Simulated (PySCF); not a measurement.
Correlation energy of Ca (calcium, neutral)

[Ar] 4s2, closed-shell 1S. Calculation: PySCF 2.14, in x2c-QZVPPall (11s7p4d3f, 73 functions); scalar relativity by spin-free X2C-1e. Frozen: [Ar]; 2 electrons correlated.

With two correlated electrons CCSD is exact within the correlated space (frozen core and kept virtual orbitals).

```json
{"level": "CCSD", "correlation energy (mhartree)": "-28.66"}
```

Diagnostics: T1 = 0.018, D1 = 0.0259, largest double amplitude 0.095.

Cost of the coupled-cluster step: of the order of 1 core-seconds, for 2 correlated electrons.

Iterations:

```
CC2 = 0
CCSD nocc = 1, nmo = 64
frozen orbitals [0, 1, 2, 3, 4, 5, 6, 7, 8]
max_cycle = 100
direct = 0
conv_tol = 1e-08
conv_tol_normt = 1e-06
diis_space = 8
diis_start_cycle = 0
Init t2, MP2 energy = -679.656430333696  E_corr(MP2) -0.0200545157960265
Init E_corr(CCSD) = -0.0200545157979874
cycle = 1  E_corr(CCSD) = -0.0244450980895624  dE = -0.00439058229  norm(t1,t2) = 0.0545896
cycle = 2  E_corr(CCSD) = -0.0265472098463012  dE = -0.00210211176  norm(t1,t2) = 0.0274936
cycle = 3  E_corr(CCSD) = -0.0286226638826106  dE = -0.00207545404  norm(t1,t2) = 0.0150414
cycle = 4  E_corr(CCSD) = -0.0286437636960887  dE = -2.10998135e-05  norm(t1,t2) = 0.00290295
cycle = 5  E_corr(CCSD) = -0.0286551792061442  dE = -1.14155101e-05  norm(t1,t2) = 0.000816373
cycle = 6  E_corr(CCSD) = -0.0286589456837751  dE = -3.76647763e-06  norm(t1,t2) = 0.000248803
cycle = 7  E_corr(CCSD) = -0.0286550747454414  dE = 3.87093833e-06  norm(t1,t2) = 4.41474e-05
cycle = 8  E_corr(CCSD) = -0.0286570596580171  dE = -1.98491258e-06  norm(t1,t2) = 1.23894e-05
cycle = 9  E_corr(CCSD) = -0.0286568316375728  dE = 2.28020444e-07  norm(t1,t2) = 2.14348e-06
cycle = 10  E_corr(CCSD) = -0.0286568287451962  dE = 2.89237664e-09  norm(t1,t2) = 1.58054e-07
CCSD converged
E(CCSD) = -679.6650326466448  E_corr = -0.02865682874519621
```
